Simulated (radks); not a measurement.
Q: These are the eigenvalues of the occupied orbitals of an atom or ion with whole-number occupations (hartree). Method: scalar-relativistic Kohn-Sham, exchange-only LDA, spin-polarised, spherical densities, point nucleus; computed with a radial shooting solver on a logarithmic mesh with Libxc functionals.

orbital  eigenvalue
1s up     -661.9123
1s down   -661.9013
2s up     -98.26521
2s down   -98.25791
2p up     -88.54508
2p down   -88.53772
3s up     -22.20539
3s down   -22.18947
3p up     -19.02678
3p down   -19.00924
3d up     -13.79755
3d down   -13.77803
4s up      -8.36487

Which element is it, and in what charge state? The configuration may be excited. Open shells, if any, are filled with parallel spins first.

A: Z = 40, zirconium, charge +11: Zr11+ in [Ar] 3d10 4s1. The list shows which subshells hold electrons but not how many an open one holds; the 1s level, -661.91 hartree, gives Z - s = 36.4 by -(Z - s)^2/2, which with screening and relativity narrows Z to a few neighbours, and the depths of the outer levels then fix element, charge and occupations together.
